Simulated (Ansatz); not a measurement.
Task: Name a neutral molecule of C, S and H with size of the dipole moment (PBE/def2-TZVPP) between 2.00 and 2.30 D and HOMO energy (PBE0/def2-TZVPP) between -6.55 and -6.25 eV (Ansatz, PBE0-D4/def2-TZVP geometry).

Result: `CCCCSSCCCC` (2.18 D, -6.52 eV); `C1SCSCS1` (2.03 D, -6.55 eV). Other molecules can fit too; these were computed, each in one conformer that needn't be the lowest.
